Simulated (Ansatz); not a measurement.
`C=C[CH2][AlH][Cl]` + CH₃OH → `C[O][AlH][Cl]` + `C=CC` at 500 K and 1 bar (ligand exchange at the Al–C bond).

Computed with Ansatz on PBE0-D4/def2-TZVP structures; ΔE is electronic, products minus reactants. CBS: MP2 limit from def2 TZ/QZ plus the TZ coupled-cluster correction, frozen cores. This one scheme is used for every species. Each species was taken in one conformer, which may not be the lowest.

| species | CCSD(T)/CBS energy (Eh) | H − E (kJ/mol) | S (J/(mol·K)) |
| --- | --- | --- | --- |
| `C=C[CH2][AlH][Cl]` | -819.61045 | 252.7 | 409.6 |
| CH₃OH | -115.61712 | 157.0 | 265.4 |
| `C[O][AlH][Cl]` | -817.53357 | 171.8 | 383.8 |
| `C=CC` | -117.74610 | 238.4 | 304.6 |

H − E and S are ideal-gas, rigid-rotor, harmonic terms from PBE0-D4/def2-TZVP, for one conformer and one mirror image of each species. 1 Eh = 2625.50 kJ/mol, R = 8.31446 J/(mol·K).

Question: By hand: ΔE, ΔH, ΔS and ΔG.

Answer: ΔE = (-817.53357) + (-117.74610) − (-819.61045) − (-115.61712) = -0.05210 Eh = -136.8 kJ/mol. Δ(H − E) = 171.8 + 238.4 − 252.7 − 157.0 = 0.5, so ΔH = -136.3 kJ/mol. ΔS = 383.8 + 304.6 − 409.6 − 265.4 = 13.4 J/(mol·K). ΔG = -136.3 − 500 × (13.4)/1000 = -143.0 kJ/mol.

Question: By hand: the equilibrium constant, and the temperature at which ΔG would vanish if ΔH and ΔS stayed fixed.

Answer: log₁₀ K = −ΔG/(RT ln 10) = 14.9. ΔH and −TΔS have one sign here, so there is no such temperature.

The number of gas molecules stays the same, so ΔS is small and ΔH decides. A doubt of 5 kJ/mol in ΔE shifts log₁₀ K by 0.5 here. Other conformers and mirror images would add mixing entropy, several J/(mol·K) or more a flexible species. These are equilibria of isolated gas molecules and say nothing of rates. Largest T1 diagnostic: 0.011 (customary marks: 0.02 for closed shells, 0.045 for open ones).
